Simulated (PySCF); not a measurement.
Question: Give a PBE0-D3(BJ)/def2-SVP geometry of `[CH3][GaH2-][NH3+]`.

Answer: 
```
atom  x, y, z in Å
C1     1.523    0.641   -0.013
Ga2    0.305   -0.930   -0.088
N3    -1.597    0.086    0.068
H4     2.573    0.316   -0.093
H5     1.344    1.348   -0.840
H6     1.429    1.190    0.938
H7     0.172   -1.836    1.208
H8     0.055   -1.626   -1.492
H9    -1.726    0.743   -0.701
H10   -1.671    0.608    0.940
H11   -2.369   -0.580    0.038
```

Any rigid rotation of these coordinates is as good. Atoms count from 1 in this order. Ga2 (gallium bonded to C, N and 2 H) is distorted tetrahedral (angles from 97.5° to 118.5°). N3 (nitrogen bonded to Ga and 3 H) is tetrahedral (angles from 107.7° to 111.5°).

Bonds between heavy atoms (Å): C1–Ga2 1.989, Ga2–N3 2.162.

Method used: PBE0-D3(BJ)/def2-SVP geometry optimisation, gas phase in PySCF.

Point group: Cs (every atom within 0.08 Å of its image). Stationary, but not proved a minimum.

Time: 15 s wall; peak memory 0.41 GiB. Hardware: Arm Neoverse V2, one thread, on a shared host. This is the geometry optimisation.
